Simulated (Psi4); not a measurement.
HN2 (SMILES N#[NH+]), charge +1, singlet, at a GFN2-xTB geometry. Base run: SVWN/def2-SVP run with Psi4.

The Psi4 input:
```
memory 2 GB

molecule {
1 1
N    -0.00000000   -0.00000000   -0.64481385
N     0.00000000    0.00000000    0.43538188
H     0.00000000    0.00000000    1.46602381
}

set {
  basis def2-svp
}

energy('svwn')
print_variables()
```

Variants of this job, named by their change:

| change | ΔE vs base (µEh) | SCF cycles | grid points | basis functions |
|---|---|---|---|---|
| base | 0.0 | 7 | 65144 | 33 |
| dft_pruning_scheme = treutler | 0.8 | 7 | 36252 | 33 |
| d_convergence = 1e-4 | 0.0 | 7 | 65144 | 33 |
| level_shift = 1.0 | 0.0 | 7 | 65144 | 33 |
| puream = false | -6947 | 7 | 65144 | 35 |
| cholesky_tolerance = 1e-3 (with scf_type cd) | -1397 | 7 | 65144 | 33 |
| d_convergence = 1e-10 | 0.0 | 11 | 65144 | 33 |
| guess = sap | 0.0 | 8 | 65144 | 33 |
| dft_pruning_scheme = robust | 0.0 | 7 | 44964 | 33 |
| scf_type = dfdirj+cosx | 0.0 | 8 | 65144 | 33 |
| basis_guess = true | 0.0 | 6 | 65144 | 33 |
| dft_radial_scheme = becke | 0.1 | 7 | 57002 | 33 |
| diis_max_vecs = 3 | 0.0 | 8 | 65144 | 33 |
